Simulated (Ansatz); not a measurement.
GaH9OSi2 (`[SiH3][O+]([SiH3])[GaH3-]`). Total charge 0; spin multiplicity 1.

| atom | x (Å) | y (Å) | z (Å) |
| --- | --- | --- | --- |
| Si1 | 1.308 | -0.729 | -0.942 |
| O2 | 0.166 | -0.120 | 0.123 |
| Si3 | -0.527 | -0.731 | 1.522 |
| Ga4 | -0.873 | 1.665 | -0.648 |
| H5 | 2.105 | 0.411 | -1.437 |
| H6 | 2.152 | -1.679 | -0.175 |
| H7 | 0.621 | -1.434 | -2.047 |
| H8 | -0.728 | 0.400 | 2.451 |
| H9 | 0.432 | -1.716 | 2.082 |
| H10 | -1.805 | -1.396 | 1.186 |
| H11 | 0.050 | 2.767 | -0.013 |
| H12 | -2.236 | 1.299 | 0.059 |
| H13 | -0.665 | 1.263 | -2.160 |

(1) List the harmonic frequencies (cm⁻¹, unscaled) at PBE0-D4/def2-TZVP in Ansatz. (Estimate.)

(2) Is this a minimum?

(3) Give the ideal-gas thermochemistry at 298.15 K and 1 bar (rigid rotor, harmonic oscillator; point group Cs, symmetry number 1).

Results:

(1) Computed: 45, 95, 104, 121, 150, 175, 243, 441, 442, 588, 685, 701, 720, 732, 746, 757, 803, 924, 942, 947, 951, 957, 991, 1016, 1927, 1933, 1958, 2234, 2244, 2263, 2268, 2279, 2281.

(2) Yes, all 33 modes are real.

(3) Zero-point energy 201.3 kJ/mol; H(298) − E = 228.2 kJ/mol; entropy 402.2 J/(mol·K), of which translation 171.4, rotation 119.1, vibration 111.6; G(298) − E = 108.3 kJ/mol. Modes under 100 cm⁻¹ are hindered rotations or soft bends, so the harmonic entropy is rough.
